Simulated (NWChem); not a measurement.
System: CoF2, quartet; SMILES [F][Co][F]

NWChem input:

```
start job
memory heap 200 mb stack 900 mb global 1100 mb
geometry units angstroms noautoz
  Co     0.000000     0.000000     0.000000
  F      0.000000     0.000000     1.710691
  F      0.000000     0.000000    -1.710691
end
basis spherical
  Co library def2-svp
  F library def2-svp
end
dft
  odft
  mult 4
  xc mn15
  grid xfine
  iterations 150
  mulliken
end
task dft gradient
```

Output (shortened):

```
             Northwest Computational Chemistry Package (NWChem) 7.3.0
             --------------------------------------------------------

 ORDER OF PRIMARY AXIS IS BEING SET TO 4
 D4H symmetry detected

                             Geometry "geometry" -> ""
                             -------------------------

 Output coordinates in angstroms (scale by  1.889725989 to convert to a.u.)

  No.       Tag          Charge          X              Y              Z
 ---- ---------------- ---------- -------------- -------------- --------------
    1 Co                  27.0000     0.00000000     0.00000000     0.00000000
    2 F                    9.0000     0.00000000     0.00000000     1.71069100
    3 F                    9.0000     0.00000000     0.00000000    -1.71069100

 Effective nuclear repulsion energy (a.u.)     162.8650770936

      Symmetry information
      --------------------

 Group name             D4h
 Group number             28
 Group order              16
 No. of unique centers     2

                                 NWChem DFT Module
                                 -----------------

 Summary of "ao basis" -> "ao basis" (spherical)
 ------------------------------------------------------------------------------
       Tag                 Description            Shells   Functions and Types
 ---------------- ------------------------------  ------  ---------------------
 Co                         def2-svp                11       31   5s3p2d1f
 F                          def2-svp                 6       14   3s2p1d

      Symmetry analysis of basis
      --------------------------

        a1g        13
        a1u         0
        a2g         0
        a2u        10
        b1g         3
        b1u         2
        b2g         3
        b2u         2
        eg         10
        eu         16

            General Information
            -------------------
          SCF calculation type: DFT
          Wavefunction type:  spin polarized.
          No. of atoms     :     3
          No. of electrons :    45
           Alpha electrons :    24
            Beta electrons :    21
          Charge           :     0
          Spin multiplicity:     4
          Use of symmetry is: on ; symmetry adaption is: on
          Maximum number of iterations: 150
          AO basis - number of functions:    59
                     number of shells:    23
          Convergence on energy requested:  1.00D-06
          Convergence on density requested:  1.00D-05
          Convergence on gradient requested:  5.00D-04

              XC Information
              --------------
                         MN15 Method XC Functional
                     Hartree-Fock (Exact) Exchange  0.440
                          MN15 Exchange Functional  1.000
                        MN15 Correlation Potential  1.000

             Grid Information
             ----------------
          Grid used for XC integration:  xfine
          Radial quadrature: Mura-Knowles
          Angular quadrature: Lebedev.
          Tag              B.-S. Rad. Rad. Pts. Rad. Cut. Ang. Pts.
          ---              ---------- --------- --------- ---------
          Co                  1.35      160          10.0      1454
          F                   0.50      100           8.0      1454
          Grid pruning is: on
          Number of quadrature shells:   260
          Spatial weights used:  Erf1

      Superposition of Atomic Density Guess
      -------------------------------------

 Sum of atomic energies:       -1579.70331378

      Non-variational initial energy
      ------------------------------

 Total energy =   -1578.767501
 1-e energy   =   -2516.375081
 2-e energy   =     774.742504
 HOMO         =      -0.352656
 LUMO         =      -0.334915

   Symmetry analysis of molecular orbitals - initial alpha
   -------------------------------------------------------

 !! scf_movecs_sym_adapt:   10 vectors were symmetry contaminated

  Symmetry fudging

 !! scf_movecs_sym_adapt:    8 vectors were symmetry contaminated

  Numbering of irreducible representations:

     1 a1g         2 a1u         3 a2g         4 a2u         5 b1g
     6 b1u         7 b2g         8 b2u         9 eg         10 eu

  Orbital symmetries:

     1 a1g         2 a1g         3 a2u         4 eu          5 eu
     6 a1g         7 a2u         8 a1g         9 a2u        10 eu
    11 eu         12 a1g        13 a2u        14 a1g        15 eg
    16 eg         17 a2u        18 eu         19 eu         20 b1g
    21 b2g        22 eg         23 eg         24 a1g        25 a1g
    26 eu         27 eu         28 a1g        29 a2u        30 eg
    31 eg         32 b1g        33 b2g        34 a1g

   Symmetry analysis of molecular orbitals - initial beta
   ------------------------------------------------------

 !! scf_movecs_sym_adapt:   10 vectors were symmetry contaminated

  Symmetry fudging

 !! scf_movecs_sym_adapt:    8 vectors were symmetry contaminated

  Numbering of irreducible representations:

     1 a1g         2 a1u         3 a2g         4 a2u         5 b1g
     6 b1u         7 b2g         8 b2u         9 eg         10 eu

  Orbital symmetries:

     1 a1g         2 a1g         3 a2u         4 eu          5 eu
     6 a1g         7 a2u         8 a1g         9 a2u        10 eu
    11 eu         12 a1g        13 a2u        14 a1g        15 eg
    16 eg         17 a2u        18 eu         19 eu         20 b1g
    21 b2g        22 eg         23 eg         24 a1g        25 a1g
    26 eu         27 eu         28 a1g        29 a2u        30 eg
    31 eg         32 b1g        33 b2g        34 a1g

     ---------------------------------------------
      Total Density - Mulliken Population Analysis
     ---------------------------------------------

    Atom       Charge   Shell Charges
 -----------   ------   -------------------------------------------------------
    1 Co  27    25.73   2.00  2.00  2.00  0.36  0.05  6.00  6.00  0.11  5.43  1.79  0.00
    2 F    9     9.64   1.99  1.15  0.81  3.50  2.19  0.00
    3 F    9     9.64   1.99  1.15  0.81  3.50  2.19  0.00

     --------------------------------------------
      Spin Density - Mulliken Population Analysis
     --------------------------------------------

    Atom       Charge   Shell Charges
 -----------   ------   -------------------------------------------------------
    1 Co  27     2.73   0.00  0.00  0.00  0.21  0.06  0.00  0.00  0.00  1.94  0.52 -0.00
    2 F    9     0.14   0.00  0.00 -0.00  0.10  0.04  0.00
    3 F    9     0.14   0.00  0.00 -0.00  0.10  0.04  0.00

   convergence    iter        energy       DeltaE   RMS-Dens  Diis-err
 ---------------- ----- ----------------- --------- --------- ---------
 d= 0,ls=0.0,diis     1  -1582.0400852729 -1.74D+03  1.08D-02  3.32D-01
                                                     9.92D-03  2.81D-01
 d= 0,ls=0.0,diis     2  -1581.7803312218  2.60D-01  5.79D-03  9.66D-01
                                                     8.54D-03  1.22D+00
 d= 0,ls=0.0,diis     3  -1582.1154237219 -3.35D-01  1.80D-03  4.67D-02
                                                     1.02D-03  2.68D-02
 d= 0,ls=0.0,diis     4  -1582.1269791005 -1.16D-02  5.08D-04  2.67D-03
                                                     5.07D-04  2.55D-03
 d= 0,ls=0.0,diis     5  -1582.1279245425 -9.45D-04  3.05D-04  3.44D-04
                                                     1.70D-04  1.64D-04
  Resetting Diis
 d= 0,ls=0.0,diis     6  -1582.1280889773 -1.64D-04  1.05D-04  1.12D-05
                                                     7.08D-05  4.41D-06
 d= 0,ls=0.0,diis     7  -1582.1281023393 -1.34D-05  2.44D-05  7.76D-07
                                                     1.12D-05  2.24D-07
 d= 0,ls=0.0,diis     8  -1582.1281029336 -5.94D-07  7.25D-06  1.56D-07
                                                     7.61D-06  3.41D-07

         Total DFT energy =    -1582.128102933608
      One electron energy =    -2519.306127804385
           Coulomb energy =      854.693358935547
    Exchange-Corr. energy =      -80.380411158378
 Nuclear repulsion energy =      162.865077093608

 Numeric. integr. density =       44.999999870774

                  Occupations of the irreducible representations
                  ----------------------------------------------

                     irrep           alpha         beta
                     --------     --------     --------
                     a1g               7.0          6.0
                     a1u               0.0          0.0
                     a2g               0.0          0.0
                     a2u               5.0          5.0
                     b1g               1.0          1.0
                     b1u               0.0          0.0
                     b2g               1.0          1.0
                     b2u               0.0          0.0
                     eg                4.0          2.0
                     eu                6.0          6.0

                    DFT Final Alpha Molecular Orbital Analysis
                    ------------------------------------------

 Vector   22  Occ=1.000000D+00  E=-3.810042D-01  Symmetry=a1g
              MO Center= -1.1D-16, -2.5D-17, -1.3D-14, r^2= 1.9D+00
   Bfn.  Coefficient  Atom+Function         Bfn.  Coefficient  Atom+Function
  ----- ------------  ---------------      ----- ------------  ---------------
     4      0.582622  1 Co s                 17     -0.570288  1 Co d  0
    37      0.288691  2 F  pz                51     -0.288691  3 F  pz
     3     -0.286316  1 Co s                 40     -0.197683  2 F  pz
    54      0.197683  3 F  pz                22     -0.181376  1 Co d  0
     5     -0.098649  1 Co s                 34     -0.073183  2 F  s

 Vector   23  Occ=1.000000D+00  E=-3.736352D-01  Symmetry=eg
              MO Center= -5.2D-16, -1.5D-16, -4.8D-15, r^2= 2.3D+00
   Bfn.  Coefficient  Atom+Function         Bfn.  Coefficient  Atom+Function
  ----- ------------  ---------------      ----- ------------  ---------------
    18      0.527452  1 Co d  1              35     -0.393336  2 F  px
    49      0.393336  3 F  px                38      0.276881  2 F  px
    52     -0.276881  3 F  px                23      0.165321  1 Co d  1
    16     -0.105895  1 Co d -1              36     -0.078969  2 F  py
    50      0.078969  3 F  py                39      0.055589  2 F  py

 Vector   24  Occ=1.000000D+00  E=-3.736352D-01  Symmetry=eg
              MO Center=  1.8D-15, -1.1D-15, -3.4D-13, r^2= 2.3D+00
   Bfn.  Coefficient  Atom+Function         Bfn.  Coefficient  Atom+Function
  ----- ------------  ---------------      ----- ------------  ---------------
    16      0.527452  1 Co d -1              36      0.393336  2 F  py
    50     -0.393336  3 F  py                39     -0.276881  2 F  py
    53      0.276881  3 F  py                21      0.165321  1 Co d -1
    18      0.105895  1 Co d  1              35     -0.078969  2 F  px
    49      0.078969  3 F  px                38      0.055589  2 F  px

 Vector   25  Occ=0.000000D+00  E= 1.653628D-02  Symmetry=a1g
              MO Center= -1.4D-17,  3.2D-18, -2.7D-16, r^2= 5.5D+00
   Bfn.  Coefficient  Atom+Function         Bfn.  Coefficient  Atom+Function
  ----- ------------  ---------------      ----- ------------  ---------------
     5      0.933857  1 Co s                 17      0.306214  1 Co d  0
    34     -0.234308  2 F  s                 48     -0.234308  3 F  s
     3     -0.229957  1 Co s                  4      0.169301  1 Co s
    37     -0.159836  2 F  pz                51      0.159836  3 F  pz
    40      0.113662  2 F  pz                54     -0.113662  3 F  pz

 Vector   26  Occ=0.000000D+00  E= 1.066004D-01  Symmetry=eu
              MO Center= -8.0D-17,  3.9D-17,  2.2D-16, r^2= 2.6D+00
   Bfn.  Coefficient  Atom+Function         Bfn.  Coefficient  Atom+Function
  ----- ------------  ---------------      ----- ------------  ---------------
    12      0.812939  1 Co px                13     -0.701360  1 Co py
     9     -0.242029  1 Co px                10      0.208809  1 Co py
    35      0.122405  2 F  px                49      0.122405  3 F  px
    38     -0.117814  2 F  px                52     -0.117814  3 F  px
    36     -0.105605  2 F  py                50     -0.105605  3 F  py

 Vector   27  Occ=0.000000D+00  E= 1.066004D-01  Symmetry=eu
              MO Center=  3.1D-14,  2.1D-14, -7.7D-15, r^2= 2.6D+00
   Bfn.  Coefficient  Atom+Function         Bfn.  Coefficient  Atom+Function
  ----- ------------  ---------------      ----- ------------  ---------------
    13      0.812939  1 Co py                12      0.701360  1 Co px
    10     -0.242029  1 Co py                 9     -0.208809  1 Co px
    36      0.122405  2 F  py                50      0.122405  3 F  py
    39     -0.117814  2 F  py                53     -0.117814  3 F  py
    35      0.105605  2 F  px                49      0.105605  3 F  px

                     DFT Final Beta Molecular Orbital Analysis
                     -----------------------------------------

 Vector   19  Occ=1.000000D+00  E=-4.154463D-01  Symmetry=eu
              MO Center= -4.3D-16, -5.2D-17,  2.1D-13, r^2= 3.3D+00
   Bfn.  Coefficient  Atom+Function         Bfn.  Coefficient  Atom+Function
  ----- ------------  ---------------      ----- ------------  ---------------
    36      0.446790  2 F  py                50      0.446790  3 F  py
    39     -0.315077  2 F  py                53     -0.315077  3 F  py
    13     -0.145927  1 Co py                35     -0.094847  2 F  px
    49     -0.094847  3 F  px                10      0.079988  1 Co py
    38      0.066886  2 F  px                52      0.066886  3 F  px

 Vector   20  Occ=1.000000D+00  E=-3.556109D-01  Symmetry=b1g
              MO Center= -2.9D-14,  7.4D-15, -7.1D-18, r^2= 3.9D-01
   Bfn.  Coefficient  Atom+Function         Bfn.  Coefficient  Atom+Function
  ----- ------------  ---------------      ----- ------------  ---------------
    19      0.815905  1 Co d  2              24      0.346835  1 Co d  2

 Vector   21  Occ=1.000000D+00  E=-3.555988D-01  Symmetry=b2g
              MO Center=  4.7D-16,  3.0D-16, -2.0D-17, r^2= 3.9D-01
   Bfn.  Coefficient  Atom+Function         Bfn.  Coefficient  Atom+Function
  ----- ------------  ---------------      ----- ------------  ---------------
    15      0.815901  1 Co d -2              20      0.346841  1 Co d -2

 Vector   22  Occ=0.000000D+00  E=-9.396004D-02  Symmetry=a1g
              MO Center= -5.1D-17, -1.7D-17, -2.8D-15, r^2= 1.7D+00
   Bfn.  Coefficient  Atom+Function         Bfn.  Coefficient  Atom+Function
  ----- ------------  ---------------      ----- ------------  ---------------
     4      0.651462  1 Co s                 17     -0.548794  1 Co d  0
     3     -0.322167  1 Co s                 22     -0.265857  1 Co d  0
     5      0.162028  1 Co s                 34     -0.104082  2 F  s
    48     -0.104082  3 F  s                  2      0.068147  1 Co s
    37      0.054899  2 F  pz                51     -0.054899  3 F  pz

[...]

                         DFT ENERGY GRADIENTS

    atom               coordinates                        gradient
                 x          y          z           x          y          z
   1 Co      0.000000   0.000000   0.000000    0.000000   0.000000   0.000000
   2 F       0.000000   0.000000   3.232737    0.000000   0.000000   0.000116
   3 F       0.000000   0.000000  -3.232737    0.000000   0.000000  -0.000116
```

Level: MN15/def2-SVP, spin-unrestricted. All runs use the structure optimised with PBE0/def2-SVP, spin-unrestricted. The spin multiplicity was typed, not searched, and may not be the lowest. No stability test was run on the SCF state.
